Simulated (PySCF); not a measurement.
Structure problem from calculated spectra and properties.

Formula: C8H12OSi.

* Rotational structure: rotational constants A, B, C: 2.525, 0.364, 0.354 GHz [GFN2-xTB]
* 13C NMR: chemical shifts (computed TMS as zero) by class: 177.0 (1 C), 155.3 (1 C), 150.3 (1 C), 98.5 (1 C), 89.3 (1 C), 5.3 (1 C), -2.5 (2 C) ppm [GIAO PBE0/pcSseg-1]
* NMR, other nuclei: isotropic shieldings of nuclei other than C and H, by class: -302 (1 O), 368 (1 Si) ppm [GIAO PBE0/pcSseg-1]
* Dipole: 3.10 D [PBE0/pcSseg-1]
* 1H NMR: chemical shifts (computed TMS as zero) by class: 7.77 (1 H), 6.93 (1 H), 4.60 (1 H), 2.22 (3 H), 0.22 (6 H) ppm [GIAO PBE0/pcSseg-1]

The electronic properties come from PySCF, for the isolated species, density fitting. Levels stand in brackets. The structure is a single GFN2-xTB conformer in the gas phase; no vibrational or solvent corrections. GFN2-xTB frequencies show an imaginary mode (36i cm⁻¹), so this geometry is no minimum at that level. NMR values are class means; diastereotopic atoms form classes of their own.

Question: Propose a structure and show how it fits.

Answer: Numbering: `[CH3:1][C:2]#[C:3][C:4](=[O:5])/[CH:6]=[CH:7]/[SiH:8]([CH3:9])[CH3:10]`. Its formula, C8H12OSi, gives 4 degrees of unsaturation: 0 rings and 4 π bonds in the structure found. 8 carbons fall into 7 classes; from least to most shielded: ketone carbonyl carbon [C4] (177.0 ppm), alkene CH carbon [C7] (155.3 ppm), alkene CH carbon [C6] (150.3 ppm), alkyne carbon [C2] (98.5 ppm), alkyne carbon [C3] (89.3 ppm), propargylic carbon [C1] (5.3 ppm), Si-methyl carbon [C9/C10] (-2.5 ppm, 2 C). Hydrogen classes from least to most shielded: 1 H on an alkene CH carbon, C7 (7.77 ppm), 1 H on an alkene CH carbon, C6 (6.93 ppm), 1 H on an SiH silicon, Si8 (4.60 ppm), 3 H on a propargylic carbon, C1 (2.22 ppm), 6 H on 2 Si-methyl carbons, C9/C10 (0.22 ppm). The other shieldings belong to: -302 ppm, ketone oxygen [O5]; 368 ppm, SiH silicon [Si8]. The optimised geometry has point group Cs and is an asymmetric top. Structure: `CC#CC(=O)/C=C/[SiH](C)C`. Computed isomers that give other values at the same levels: `C=CCCC1=CC(=O)[SiH2]C1` (13C chemical shifts (computed TMS as zero) by class: 234.7 (1 C), 185.3 (1 C), 149.8 (1 C), 146.1 (1 C), 122.5 (1 C), 41.8 (1 C), 36.9 (1 C), 14.7 (1 C) ppm); `CC#C[C@@]1([SiH3])C[C@H]1C(C)=O` (13C chemical shifts (computed TMS as zero) by class: 206.2 (1 C), 84.1 (1 C), 84.0 (1 C), 35.5 (1 C), 32.7 (1 C), 25.1 (1 C), 10.8 (1 C), 4.9 (1 C) ppm); `c1coc([SiH]2CCCC2)c1` (13C chemical shifts (computed TMS as zero) by class: 159.1 (1 C), 153.5 (1 C), 127.5 (1 C), 116.5 (1 C), 31.4 (2 C), 13.4 (2 C) ppm). The assignments are read from this structure; whether some other isomer fits the data as well wasn't checked.

Conformer computed: `[CH3:1][C:2]#[C:3][C:4](=[O:5])/[CH:6]=[CH:7]/[SiH:8]([CH3:9])[CH3:10]`: C3–C4–C6–C7 180°, C6–C7–Si8–C9 121°.
